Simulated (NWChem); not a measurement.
System: MoH5Cl; SMILES [Cl][MoH5]

Computed with NWChem. Geometry: optimised at PBE0/def2-SVP. def2 effective core potentials on Mo; no spin-orbit coupling. Ions are spin-unrestricted doublets at the neutral geometry; other ion states weren't tried.

**Question.** What does the run give for PBE0/def2-SVP? Quantities: vertical ionisation energy, ΔSCF (eV); −ε(HOMO) (eV).

**Answer.** 
| Property | Value |
|---|---|
| vertical ionisation energy, ΔSCF (eV) | 10.17 |
| −ε(HOMO) (eV) | 8.03 |
